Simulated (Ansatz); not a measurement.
`[OH][GeH2][TeH]`. Charge 0, multiplicity 1. Te takes the def2 core potential.

```xyz
7

O     0.660    1.282   -1.033
Ge   -0.125   -0.252   -0.587
Te   -1.343   -0.050    1.654
H     1.110    1.689   -0.288
H    -1.135   -0.492   -1.713
H     0.919   -1.376   -0.464
H    -0.086   -0.800    2.430
```

(1) What are the harmonic wavenumbers in cm⁻¹ at PBE0-D4/def2-TZVP (Ansatz, finite differences of forces, unscaled)? (An estimate is asked.)

(2) Is this a minimum?

(3) Give the ideal-gas thermochemistry at 298.15 K and 1 bar (rigid rotor, harmonic oscillator; point group C1, symmetry number 1).

(4) And at 400, 500, 600, 800 and 1000 K?

Answers

(1) Ansatz gave: 111, 131, 213, 244, 417, 582, 676, 698, 758, 850, 945, 2142, 2158, 2189, 3890.

(2) Yes, all 15 modes are real.

(3) Zero-point energy 95.7 kJ/mol; H(298) − E = 114.4 kJ/mol; entropy 343.1 J/(mol·K), of which translation 176.1, rotation 114.5, vibration 52.4; G(298) − E = 12.1 kJ/mol.

(4) 
```csv
T (K),H − E (kJ/mol),S (J/mol/K),G − E (kJ/mol)
400,124.1,371.1,-24.3
500,134.7,394.6,-62.6
600,145.9,415.1,-103.1
800,170.1,449.8,-189.7
1000,195.9,478.6,-282.7
```
